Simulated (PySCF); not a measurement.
## Electron correlation in Al⁺ (aluminium, charge +1)

[Ne] 3s1 3p1, high-spin 3P determinant (an excited configuration). Computed with PySCF 2.14 in aug-cc-pCVTZ-DK (8s7p5d3f, 75 functions), with scalar relativity by spin-free X2C-1e. Frozen: [Ne]; 2 electrons correlated.

Total MP2 correlation energy: -2.55 mhartree.

Same-spin part -2.55 and opposite-spin part 0.00 mhartree; SCS-MP2 scales them by 1/3 and 6/5 to -0.85 mhartree.
